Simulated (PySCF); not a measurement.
## SeI: everyday levels beside a composite calculation

PySCF; the state is a doublet (π ↑). The composite is CCSD(T) extrapolated to the basis-set limit from two correlation-consistent sets, with core-valence (CV) and scalar-relativistic (SR) terms as its label shows; it has no spin–orbit coupling and nothing beyond (T). Here it is CCSD(T)/CBS(TQ). It gives Re = 2.461 Å, ωe = 272 cm⁻¹ and De = 2.21 eV to Se + I.

```tsv
level	basis	relativity	Re (Å)	ωe (cm⁻¹)	De (eV)
UHF-MP2	cc-pVDZ-PP	scalar-relativistic core potentials	2.487	276	1.64
UHF-SCS-MP2	cc-pVDZ-PP	scalar-relativistic core potentials	2.499	275	1.55
UHF-CCSD	cc-pVDZ-PP	scalar-relativistic core potentials	2.510	255	1.51
UHF-CCSD(T)	def2-TZVPP	scalar-relativistic core potentials	2.463	266	2.02
r²SCANh	cc-pVDZ-PP	scalar-relativistic core potentials	2.470	271	2.16
PBE0	cc-pVDZ-PP	scalar-relativistic core potentials	2.468	273	2.18
PBE0	cc-pVTZ-PP	scalar-relativistic core potentials	2.448	280	2.31
PBE0	def2-TZVPP	scalar-relativistic core potentials	2.442	279	2.33
CAM-B3LYP	def2-TZVPP	scalar-relativistic core potentials	2.451	275	2.08
B2PLYP	def2-TZVPP	scalar-relativistic core potentials	2.458	271	2.17
```

Q: Give the difference of each row from the composite.

A: 

```csv
level,basis,ΔRe (pm),Δωe (%),ΔDe (eV)
UHF-MP2,cc-pVDZ-PP,+2.6,+1.5,-0.57
UHF-SCS-MP2,cc-pVDZ-PP,+3.8,+1.1,-0.66
UHF-CCSD,cc-pVDZ-PP,+4.9,-6.2,-0.70
UHF-CCSD(T),def2-TZVPP,+0.2,-2.2,-0.19
r²SCANh,cc-pVDZ-PP,+0.9,-0.4,-0.05
PBE0,cc-pVDZ-PP,+0.7,+0.4,-0.03
PBE0,cc-pVTZ-PP,-1.3,+2.9,+0.10
PBE0,def2-TZVPP,-1.9,+2.6,+0.12
CAM-B3LYP,def2-TZVPP,-1.0,+1.1,-0.13
B2PLYP,def2-TZVPP,-0.3,-0.4,-0.04
```

Q: Which rows come closest in De?

A: PBE0 in cc-pVDZ-PP (-0.03 eV); B2PLYP in def2-TZVPP (-0.04 eV), counted from the composite.

Correlated steps freeze the inner cores (8 to 18 orbitals); shallow outer-core shells are correlated. Correlated levels converge slowly with the basis: in double zeta they bind strong bonds too weakly, by up to about 1 eV, and carry superposition errors of some tenths. Spin–orbit coupling is left out, which matters for elements this heavy, above all for dissociation energies. B2PLYP dipoles, levels and charges come from its SCF part alone. The state is the lowest determinant that a PBE0 search found; another state may lie lower at other levels.
